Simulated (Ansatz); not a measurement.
Consider the redistribution: `[OH][Hf]([OH])([OH])[OH]` + `[NH2][Mo](=[S])(=[S])[Cl]` → `[NH2][Hf]([OH])([OH])[OH]` + `[OH][Mo](=[S])(=[S])[Cl]`.

Computed with Ansatz on PBE0-D4/def2-TZVP structures; ΔE is electronic, products minus reactants. CCSD(T)/CBS is the MP2 limit (def2-TZVPP, def2-QZVPP) plus CCSD(T) − MP2 in def2-TZVPP, frozen cores. Functionals use def2-TZVPP. HSE06 is defined as in plane-wave codes. Elements past krypton have def2 core potentials. For Hf, Mo outer-core shells are correlated without core-valence functions, which leaves a few kJ/mol of doubt a bond. One conformer a species, not always the lowest.

`[OH][Hf]([OH])([OH])[OH]`:

Z-matrix (Å, degrees):
```
Hf
O 1 1.935
O 1 1.935 2 109.3
O 1 1.935 2 109.3 3 -120.2
O 1 1.935 2 109.7 3 119.9
H 2 0.951 1 155.7 3 141.3
H 3 0.951 1 155.6 2 -21.0
H 4 0.951 1 155.7 2 -141.3
H 5 0.951 1 155.7 2 -98.9
```

`[NH2][Mo](=[S])(=[S])[Cl]`:

Cartesian coordinates in Å:
```
N -1.004 -0.695 -0.063
Mo 0.556 0.383 0.026
S 1.891 -0.510 1.370
S -0.004 2.287 0.694
Cl 1.509 0.537 -2.010
H -1.013 -1.681 0.156
H -1.935 -0.320 -0.173
```

`[NH2][Hf]([OH])([OH])[OH]`:

Cartesian coordinates in Å:
```
N 1.723 0.071 -0.425
Hf -0.258 -0.072 0.047
O -0.402 -1.366 1.479
O -1.192 -0.545 -1.582
O -0.950 1.631 0.682
H 2.491 -0.132 0.199
H 2.094 0.282 -1.340
H -0.809 -1.798 2.223
H -1.941 -0.614 -2.163
H -0.756 2.542 0.878
```

`[OH][Mo](=[S])(=[S])[Cl]`:

Cartesian coordinates in Å:
```
O -1.437 -0.391 0.328
Mo 0.353 0.003 0.061
S 1.503 -1.618 0.713
S 0.725 0.314 -1.974
Cl 0.961 1.840 1.193
H -2.105 -0.148 -0.322
```

```
             level  ΔE (kcal/mol)  difference from CCSD(T)/CBS
       LDA (SPW92)           12.7                         -1.3
         r2SCAN-D4           12.3                         -1.7
           PBE0-D4           13.2                         -0.8
        r2SCANh-D4           12.8                         -1.2
        r2SCAN0-D4           13.5                         -0.5
          HSE06-D4           13.1                         -0.9
           ωB97X-V           13.3                         -0.7
          PBE-QIDH           14.1                          0.1
               PBE           11.5                         -2.5
            r2SCAN           12.2                         -1.8
         CAM-B3LYP           13.6                         -0.4
RPA@PBE/def2-TZVPP           12.5                         -1.5
       HF/def2-SVP           17.2                          3.2
    MP2/def2-TZVPP           15.1                          1.1
   CCSD/def2-TZVPP           14.3                          0.3
CCSD(T)/def2-TZVPP           13.9                         -0.1
       CCSD(T)/CBS           14.0                            0
```

Largest T1 diagnostic among the species: 0.024, so the coupled-cluster value is less sure than usual.

From PBE to PBE0 (25 % exact exchange), in def2-TZVPP and without D4, ΔE moves by +1.4 kcal/mol. At CCSD(T), def2-SVP lies +2.1 kcal/mol from the extrapolated value and def2-TZVPP −0.2 kcal/mol.
